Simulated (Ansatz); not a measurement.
Reactions of C₁₀H₁₀ClFTi, SMILES `[F][Ti]12345678([Cl])([CH]9[CH]1[CH]2[CH]3[CH]94)[CH]1[CH]5[CH]6[CH]7[CH]18`.

Program: Ansatz. Geometries: PBE0-D4/def2-TZVP. ΔE: electronic, gas phase. CCSD(T)/CBS is the MP2 limit (def2-TZVPP, def2-QZVPP) plus CCSD(T) − MP2 in def2-TZVPP, frozen cores. This one scheme is used for every species. DFT in def2-TZVPP. For Ti outer-core shells are correlated without core-valence functions, which leaves a few kJ/mol of doubt a bond. Scalar relativity is left out up to krypton. One conformer a species, not always the lowest.

```csv
reaction,PBE0-D4 (eV),ωB97X-V (eV),CCSD(T)/CBS(def2) (eV)
`[F][Ti]12345678([Cl])([C@H]9[C@@H]1[C@@H]2[C@@H]3[C@H]94)[C@H]1[C@@H]5[C@@H]6[C@@H]7[C@H]18` + HCl → `[Cl][Ti]12345678([Cl])([C@H]9[C@@H]1[C@@H]2[C@@H]3[C@H]94)[C@H]1[C@@H]5[C@@H]6[C@@H]7[C@H]18` + H–F,0.02,0.16,-0.10
`[F][Ti]12345678([Cl])([C@H]9[C@@H]1[C@@H]2[C@@H]3[C@H]94)[C@H]1[C@@H]5[C@@H]6[C@@H]7[C@H]18` + CH₃OH → `C[O][Ti]12345678([F])([C@H]9[C@@H]1[C@@H]2[C@@H]3[C@H]94)[C@H]1[C@@H]5[C@@H]6[C@@H]7[C@H]18` + HCl,0.51,0.46,0.51
`[F][Ti]12345678([Cl])([C@H]9[C@@H]1[C@@H]2[C@@H]3[C@H]94)[C@H]1[C@@H]5[C@@H]6[C@@H]7[C@H]18` + H₂O → `[OH][Ti]12345678([Cl])([C@H]9[C@@H]1[C@@H]2[C@@H]3[C@H]94)[C@H]1[C@@H]5[C@@H]6[C@@H]7[C@H]18` + H–F,0.57,0.62,0.51
`[F][Ti]12345678([Cl])([C@H]9[C@@H]1[C@@H]2[C@@H]3[C@H]94)[C@H]1[C@@H]5[C@@H]6[C@@H]7[C@H]18` + H–F → `[F][Ti]12345678([F])([C@H]9[C@@H]1[C@@H]2[C@@H]3[C@H]94)[C@H]1[C@@H]5[C@@H]6[C@@H]7[C@H]18` + HCl,0.00,-0.12,0.11
`[F][Ti]12345678([Cl])([C@H]9[C@@H]1[C@@H]2[C@@H]3[C@H]94)[C@H]1[C@@H]5[C@@H]6[C@@H]7[C@H]18` + H₂O → `[OH][Ti]12345678([F])([C@H]9[C@@H]1[C@@H]2[C@@H]3[C@H]94)[C@H]1[C@@H]5[C@@H]6[C@@H]7[C@H]18` + HCl,0.60,0.53,0.64
`[F][Ti]12345678([Cl])([C@H]9[C@@H]1[C@@H]2[C@@H]3[C@H]94)[C@H]1[C@@H]5[C@@H]6[C@@H]7[C@H]18` + CH₄ → `[CH3][Ti]12345678([Cl])([C@H]9[C@@H]1[C@@H]2[C@@H]3[C@H]94)[C@H]1[C@@H]5[C@@H]6[C@@H]7[C@H]18` + H–F,1.84,1.94,1.70
`[F][Ti]12345678([Cl])([C@H]9[C@@H]1[C@@H]2[C@@H]3[C@H]94)[C@H]1[C@@H]5[C@@H]6[C@@H]7[C@H]18` + CH₄ → `[CH3][Ti]12345678([F])([C@H]9[C@@H]1[C@@H]2[C@@H]3[C@H]94)[C@H]1[C@@H]5[C@@H]6[C@@H]7[C@H]18` + HCl,1.85,1.82,1.81
```

Largest T1 diagnostic: 0.019, for `[OH][Ti]12345678([Cl])([C@H]9[C@@H]1[C@@H]2[C@@H]3[C@H]94)[C@H]1[C@@H]5[C@@H]6[C@@H]7[C@H]18`.
